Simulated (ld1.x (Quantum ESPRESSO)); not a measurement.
# What the settings do to the RRKJ potential of sulfur

Base potential:

- Element: sulfur
- Generator: ld1.x (Quantum ESPRESSO) 7.5
- Type: norm-conserving RRKJ (Kleinman–Bylander form)
- Functional: PBE
- Relativity: non-relativistic
- Frozen core: [Ne]
- Valence charge: 6
- Reference configuration: 3s2 3p4
- Partial waves: 3p (bound): rc 1.40 bohr; 3s (bound): rc 1.05 bohr
- Local potential: the s channel
- Core correction: none
- rho0: 0.005

Cutoffs, loose and tight: the cutoffs (Ry, on a coarse ladder) from which the occupation-weighted sum of valence levels, in a spherical-Bessel basis at the reference potential, stays within 10 and 1 mRy of its value at 400 Ry. They do not see the model core or the augmentation charge, which bear on the density cutoff. Test errors are all-electron minus pseudo excitation energies from the reference, over the configurations 3s2 3p3; 3s2 3p2; 3s2 3p1; 3s1 3p4; 3s2 3p0; 3s2 3p4.3; 3s2 3p3.5. A dash means not determined; rows that change the core or the reference have their own tests.

A true bound ghost makes a file unfit for plane-wave use even where its test errors are small: the radial tests pick states by their node count and pass the ghost by.

| change | outcome | cutoff, loose | cutoff, tight | bound ghosts | largest test error (meV) |
| --- | --- | --- | --- | --- | --- |
| base | generated | 80 Ry | 200 Ry | none | +333 |
| all radii scaled by about 0.76 (s 0.80, p 1.06 bohr) | generated | over 300 Ry | over 300 Ry | s (extra level of the local part) | +1140 |
| all radii scaled by about 0.90 (s 0.94, p 1.26 bohr) | generated | 110 Ry | over 300 Ry | none | +523 |
| all radii scaled by about 1.05 (s 1.10, p 1.48 bohr) | generated | 60 Ry | 140 Ry | none | +302 |
| all radii scaled by about 1.18 (s 1.24, p 1.66 bohr) | generated | 45 Ry | 80 Ry | none | +259 |
| all radii scaled by about 1.26 (s 1.32, p 1.76 bohr) | generated | 40 Ry | 60 Ry | none | +250 |
| all radii scaled by about 1.40 (s 1.46, p 1.96 bohr) | generated | 40 Ry | 60 Ry | none | +245 |

Reading the sweep of the scale of all radii (base = 1) (base included, trends over the rows without a ghost): The loose cutoff falls from 110 Ry at 0.9 to 40 Ry at 1.4. A larger radius leaves more room for a smooth pseudo-wave, so fewer plane waves are needed; a smaller one forces it to follow the all-electron wave where it bends sharply. The median size of the test errors (rows with all tests solved) is not monotonic: lowest 3.0 meV at 1.26, highest 43.8 meV at 0.9. Bound ghosts are found at 0.76.
